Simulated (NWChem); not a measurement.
**Total energies of C₂HCl₂**

SMILES: Cl[C]=CCl
```xyz
5

Cl    -1.8347     0.1430     0.0000
C     -0.4132     1.0162     0.0000
C      0.8903     0.7580     0.0000
Cl     1.5698    -0.8611     0.0000
H      1.6404     1.5634     0.0000
```
Charge 0, spin multiplicity 2.

All runs are NWChem calculations. Structure: optimised with UPBE/def2-SVP, a minimum by its harmonic frequencies.

Basis set: 3-21G (46 functions).

```
method      total energy (Ha)
----------  -----------------
UHF                -990.37013
UMP2               -990.60539
UB2PLYP            -991.77440
UPBE               -991.74402
UB3LYP             -992.25072
UCAM-B3LYP         -992.19715
```

Total energies of different functionals aren't comparable as a measure of quality: only differences taken within one method are. 

The correlated methods keep 12 core orbitals frozen. B3LYP has NWChem's definition, with VWN1-RPA local correlation. The structure started from a generated list of species. The unpaired electrons of the parent sit in orbitals of symmetry a' (Cs labels of the run); other states weren't searched. No SCF solution was tested for a lower state. Open-shell Hartree-Fock references start from PBE0 orbitals.
